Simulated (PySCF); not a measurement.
**Diatomic anions of Ca with the alkali metals**

r²SCAN with double-zeta basis sets in PySCF, for the lowest determinant that a PBE0 search found; no spin–orbit coupling. De refers to high-spin ground-configuration atoms (the charge goes to the atom of lower measured ionisation energy or higher electron affinity, which is not always the lowest computed limit). A positive dipole points towards Ca; it is taken about the centre of mass and depends on that origin.

```csv
M,basis,charged atom,state (unpaired electrons),Re (Å),ωe (cm⁻¹),De (eV),μ (D)
Li,def2-SVPD,Li−,singlet (closed shell),3.751,158,n/a,5.40
Na,aug-pcseg-1,Na−,singlet (closed shell),3.942,94.0,0.58,2.36
K,def2-SVPD,K−,singlet (closed shell),4.554,65.1,0.47,2.60
Cs,def2-SVPD,Cs−,singlet (closed shell),5.013,44.7,0.41,-2.62
```

(1) The row for M = Rb is missing. Estimate Re, ωe and De as the mean of the rows for K and Cs, and compare with the calculation.

The rows differ in basis set, which adds steps of its own.

Closed-shell solutions of metal pairs were not tested for spin polarisation, which can lower them a little. Weak bonds: CsCa⁻, KCa⁻, RbCa⁻. Basis-set superposition, not corrected here, can be much of De in a small basis, most of all at correlated wavefunction levels. Spin–orbit coupling is left out. For an ion De counts to the pair picked by the measured ionisation energies or electron affinities, which need not be the lowest pair at this level. The highest Kohn–Sham level is positive in some of these anions. Much of that is self-interaction error, but it also means that the finite basis helps to hold the extra electron.

Results:

(1) The means are 4.784 Å, 54.9 cm⁻¹ and 0.44 eV. r²SCAN in def2-SVPD gives RbCa⁻ as a singlet (closed shell) with Re = 4.745 Å, ωe = 51.3 cm⁻¹, De = 0.45 eV, so the estimate is off by +3.8 pm, +7 % and -0.01 eV.
